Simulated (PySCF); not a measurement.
FK, charge -1, doublet, at the geometry of the source list (a state made from the parent by changing its charge; the spin is typed, not shown lowest) (in this run its highest filled SCF level lies above zero, so its values depend strongly on the basis, on diffuse functions most of all). Base run: HF/def2-SV(P) in PySCF.

The PySCF input:
```python
from pyscf import gto, scf

mol = gto.Mole()
mol.atom = '''
    K    -0.53980000   -0.44520000   -0.72920000
    F     0.53980000    0.44520000    0.72920000
'''
mol.basis = 'def2-sv(p)'
mol.charge = -1
mol.spin = 1
mol.verbose = 4
mol.build()

mf = scf.UHF(mol)
mf.kernel()
mf.analyze()
```

The base run was repeated with changes; each row names its change, and settings that it needs were set with it.

| change | ΔE vs base (µEh) | SCF cycles | <S^2> |
|---|---|---|---|
| base | 0.0 | 10 | 0.750 |
| DIIS = EDIIS | 0.0 | 40 | 0.750 |
| diis_space = 12 | 0.0 | 10 | 0.750 |
| level_shift = 1.0 (with mf.max_cycle = 100) | 0.0 | 59 | 0.750 |
| conv_tol = 1e-12 | 0.0 | 14 | 0.750 |
| diis_space = 4 | 0.0 | 11 | 0.750 |
| diis = off (with mf.max_cycle = 100) | 0.0 | 25 | 0.750 |
| DIIS = ADIIS | 0.0 | 19 | 0.750 |
| diis = off; damp = 0.6 (with mf.diis_start_cycle = 200; with mf.max_cycle = 150) | 0.0 | 41 | 0.750 |
| conv_tol = 1e-7 | 0.0 | 9 | 0.750 |
| conv_tol = 1e-6 | 0.0 | 8 | 0.750 |
| init_guess = sap | 0.0 | 9 | 0.750 |
| diis_space = 2 | 0.0 | 15 | 0.750 |

Open shells are given as the SCF converged; they aren't shown to be the lowest states, and a large step between rows can be another state.
